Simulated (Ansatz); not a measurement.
Correlation energies of `B[SiH2]B[SiH](F)F` by basis set

Z-matrix (Å, degrees):
```
Si
B 1 1.997
B 1 2.015 2 99.2
H 1 1.490 2 111.2 3 -116.2
H 1 1.489 2 113.1 3 119.7
Si 2 2.005 1 121.7 3 87.8
H 2 1.196 1 119.7 3 -90.9
H 3 1.194 1 120.2 2 -80.9
H 3 1.194 1 120.8 2 96.5
F 6 1.595 2 111.8 1 -137.8
F 6 1.595 2 111.3 1 -19.9
H 6 1.485 2 112.6 1 100.5
```

Charge 0, multiplicity 1. All single points use the PBE0-D4/def2-TZVP geometry. It is one conformer, not always the lowest. Frozen core, restricted reference, the Gaussian-basis code of Ansatz. CBS rows extrapolate triple and quadruple zeta; past MP2 they add the triple-zeta difference.

```
     basis     HF (Eh)  MP2 corr.  CCSD corr.       (T)  CCSD(T) total
  def2-SVP  -829.27083   -0.71685    -0.78388  -0.01659     -830.07130
def2-TZVPP  -829.80151   -0.92829    -0.98963  -0.03154     -830.82268
def2-QZVPP  -829.83169   -1.00827           –         –              –
 CBS(def2)  -829.83585   -1.06752    -1.12886     as TZ     -830.99625
```
